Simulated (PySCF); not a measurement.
Lu(III) with different ligands

Computed with PySCF 2.14.0, PBE0, def2-SVP on the ligands, density fitting, scalar-relativistic core potentials, no spin-orbit coupling, vacuum. The metal has def2-SVP with ECP28. Each complex is relaxed within the symmetry of a template of the same shape. Distances are means of the shortest metal–ligand contacts, charges and spins Mulliken's; removal energies are rigid, with the ligand's formal charge and no counterpoise, so too large; for an anion taken off a cation in vacuum most of it is the attraction of opposite charges, and multiply charged cations can part far more cheaply with an electron moved from ligand to metal.

```
     complex  point group  M–first ligand (Å)  charge on M (e)  HOMO–LUMO gap (eV)  removal of one first-named ligand (eV)  strongest infrared band, degenerate modes summed (cm⁻¹)  unstable modes (below −25 cm⁻¹)
[Lu(H2CO)]3+          C2v               1.971             2.47                5.96                                    7.20                                                     1434                                0
 [Lu(H2O)]3+          C2v               2.069             2.57                7.96                                    5.80                                                     3332                                0
 [Lu(PH3)]3+          C3v               2.852             2.07                4.89                                    6.51                                                     2419                                0
 [Lu(HCN)]3+          C∞v               2.106             2.55                7.49                                    6.48                                                     2134                                0
```

Q: A further member has point group C∞v, M–first ligand (Å) 2.442, charge on M (e) 2.61, HOMO–LUMO gap (eV) 7.82, removal of one first-named ligand (eV) 3.36, strongest infrared band, degenerate modes summed (cm⁻¹) 282, unstable modes (below −25 cm⁻¹) 0. Which complex is it?

A: [Lu(CO)]3+. This is one of several that fit.

One start shape was tried for each, so a minimum needn't be the lowest isomer.
